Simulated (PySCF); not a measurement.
C2H10Si2, SMILES CC[SiH2][SiH3]. The structure is a stationary point at PBE-D3(BJ)/def2-SVP. The values are those of a single conformer.

Computed equilibrium geometry at PBE-D3(BJ)/def2-SVP (PySCF confirms it by a frequency run) as bond lengths and angles (one conformer of several):
Atoms: C1 C2 Si3 Si4 H5 H6 H7 H8 H9 H10 H11 H12 H13 H14. Bond lengths (Å): C1–C2 1.534, C1–H5 1.110, C1–H6 1.110, C1–H7 1.110, C2–Si3 1.905, C2–H8 1.112, C2–H9 1.112, Si3–Si4 2.355, Si3–H10 1.510, Si3–H11 1.509, Si4–H12 1.508, Si4–H13 1.506, Si4–H14 1.507. Angles (°): C2–C1–H5 111.7, C2–C1–H6 111.7, C2–C1–H7 111.7, H5–C1–H6 107.2, H5–C1–H7 107.3, H6–C1–H7 107.0, C1–C2–Si3 114.3, C1–C2–H8 110.8, C1–C2–H9 110.8, Si3–C2–H8 107.3, Si3–C2–H9 107.5, H8–C2–H9 105.8, C2–Si3–Si4 111.2, C2–Si3–H10 110.1, C2–Si3–H11 110.2, Si4–Si3–H10 108.6, Si4–Si3–H11 108.9, H10–Si3–H11 107.8, Si3–Si4–H12 110.2, Si3–Si4–H13 111.2, Si3–Si4–H14 111.0, H12–Si4–H13 108.3, H12–Si4–H14 107.9, H13–Si4–H14 108.1.
